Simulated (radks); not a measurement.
Numerical settings for the strontium ion Sr29+, [He] 2s2 2p5. All-electron calculation, scalar-relativistic Kohn-Sham, PBE, spin-polarised, spherical densities, point nucleus; open shells are filled with parallel spins first (spin-orbit coupling, left out, can overturn this in heavy ions). Program: a radial shooting solver on a logarithmic mesh with Libxc functionals. The defaults (mesh step 0.008 in ln r, mesh end at 40 bohr or more with all orbitals vanishing there, Anderson mixing 0.5 over 9 steps, residual threshold near 1e-9 with the energy settled to 1e-9 hartree or 1e-11 of itself, here a cap of 62 iterations) give E = -2489.8846 hartree and 2p at -3442.2 eV in 13 iterations. Run on one thread of a shared host, so times are rough (Arm Neoverse N1): 0.11 s of CPU time, 0.11 s wall, 13 iterations on 2476 mesh points. Changes against that run (0 stands for a change within the tolerance of the run):

setting                     iterations  converged  E (mhartree)  e(2p) (meV)  CPU (s)
mesh step in ln r 0.02              13        yes             0            0     0.05
mesh step in ln r 0.03              13        yes     +0.000106            0     0.04
mesh step in ln r 0.12              62         no      diverged            -     0.19
mesh end (bohr) 12                  13        yes             0            0     0.11
mesh end (bohr) 2                   13        yes             0            0      0.1
residual threshold 1e-05             8        yes             0      -0.0249     0.08
residual threshold 1e-13            17        yes             0            0     0.13
mixing 2.5                          13        yes             0            0     0.11
linear mixing, mixing 0.05          62         no         -2.21    -3.03e+04     0.49
linear mixing, mixing 0.8           16        yes             0            0     0.12
mixing history 2                    23        yes             0            0     0.17
iteration cap 3                      3         no         +6.49    -2.85e+03     0.03

No run marked as converged misses the energy by more than 1 mhartree. A mesh that ends early acts as a hard wall.
